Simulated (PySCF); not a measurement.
# BrF₄, doublet: molecular constants

Computed with UPBE0/[Br def2-SVP, F def2-SVP], no relativity, density fitting, PySCF.

The structure is a minimum.

```
Point group                                                                   : C4v
Bond lengths                                                                  : Br–F 1.808 Å (×4)
Bond angles                                                                   : F–Br–F 88.8° (×4), F–Br–F 163.5° (×2)
Lowest empty level (β)                                                        : -6.16 eV
Atomisation energy without zero-point energy                                  : 684 kJ/mol
Enthalpy at 298.15 K above 0 K                                                : 18.21 kJ/mol
Rotational symmetry number                                                    : 4
Spin squared ⟨S²⟩                                                             : 0.757
Zero-point energy                                                             : 21.5 kJ/mol
Highest occupied level (α)                                                    : -9.65 eV
Dipole moment                                                                 : 0.98 D
Principal polarisabilities                                                    : 13.3, 36.2, 36.2 bohr³
Heat capacity Cp at 298.15 K                                                  : 87.6 J/(mol K)
Entropy at 298.15 K and 1 bar (electronic part: spin only)                    : 324.1 J/(mol K)
Principal quadrupole moments (Buckingham, traceless) about the centre of mass : -3.51, -3.51, 7.01 D Å
Rotational constants                                                          : 0.1357, 0.1357, 0.0693 cm⁻¹
```

Harmonic modes (masses in u: Br 78.918, F 18.998):
```csv
symmetry,ω (cm⁻¹),"IR (km/mol, summed over degenerate members)",μ (u)
b1,135,0.0,19.00
e,236,3.8,20.70
b2,289,0.0,19.00
a1,327,29.9,29.27
b1,543,0.0,19.00
a1,601,4.8,19.42
e,616,422,26.47
```

In C4v the vibrations span 2b1 + 2e + b2 + 2a1. The b1, b2 modes carry no infrared intensity, as symmetry demands.

Charges (e):
```csv
atom,Mulliken,Löwdin,polar tensor,spin (Mulliken),Mayer order to Br1
Br1,1.36,1.16,2.16,0.41,–
"F2,3,4,5",-0.34,-0.29,-0.54,0.15,0.81
```

Mulliken populations on Br1: s 7.95, p 15.18, d 10.50.

Outer orbital energies (eV). α occupied: -12.98, -12.98, -12.53, -12.41, -12.41, -11.76, -10.83, -9.65; empty: -2.17, -2.17, 6.14, 10.63. β occupied: -13.00, -12.52, -12.52, -12.10, -12.10, -11.84, -11.62, -10.63; empty: -6.16, -1.73, -1.73, 6.49.

Only a few start shapes were tried, so a lower isomer may exist.

The final relaxation and frequency run took 81 s on 2 threads of a shared Arm Neoverse N1 host, with 88 basis functions and 9 gradients; the process peaked at 1.2 GiB. Launch command: `OMP_NUM_THREADS=2 python axn.py task.json out`.
